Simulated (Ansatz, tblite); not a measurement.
Cost and result up the ladder for Au₂O (the lowest singlet isomer of a short search) (3 atoms). Total charge 0; singlet. Geometry: r2SCAN-D4/def2-TZVP.

Cartesian coordinates in Å:
```
Au -0.771 0.639 1.182
Au 0.469 -1.274 -0.748
O 0.303 0.635 -0.435
```

Ansatz on 2 threads of Arm Neoverse V1 on a shared host; xTB runs through tblite on one thread. Times are rough, summed over both states, and most runs start from the orbitals of an earlier one. RPA@PBE/def2-TZVP serves as the yardstick here, not as an exact answer. The other state is a triplet at its own geometry, which has other bonds, so the gap mixes isomer and spin.

In the def2 sets Au takes a core potential; there is no spin–orbit coupling. The xTB rows come from tblite. Correlated methods freeze 1 core orbital; core or outer-core shells of Au are correlated, in sets that lack core-valence functions. The structure comes from a short search, and lower isomers may exist.

Run but left out: BHLYP-D4/def2-TZVP, B2PLYP/def2-TZVP (singlet: restricted singlet, unstable in another Hartree–Fock run and untested here).

Correlated methods converge slowly with the basis.

xTB has no spin-polarisation term.

```tsv
level	functions	triplet − singlet (eV)	difference from RPA@PBE/def2-TZVP (eV)
RPA@PBE/def2-TZVP	111	1.09	0.00
PBE-D4/def2-TZVP	111	0.84	-0.25
r2SCAN-D4/def2-TZVP	111	0.88	-0.21
GFN1-xTB	22	1.98	0.89
r2SCAN0-D4/def2-TZVP	111	1.01	-0.08
r2SCANh-D4/def2-TZVP (with forces)	111	0.95	-0.14
GFN2-xTB	22	2.49	1.41
```

(1) Estimate how long each takes.

Answers

(1) GFN1-xTB 0.005 s; GFN2-xTB 0.005 s; PBE-D4/def2-TZVP 4.5 s; RPA@PBE/def2-TZVP 11 s; r2SCAN-D4/def2-TZVP 11 s; r2SCANh-D4/def2-TZVP (with forces) 13 s; r2SCAN0-D4/def2-TZVP 22 s. On shared hardware such times vary by a factor of up to 3.
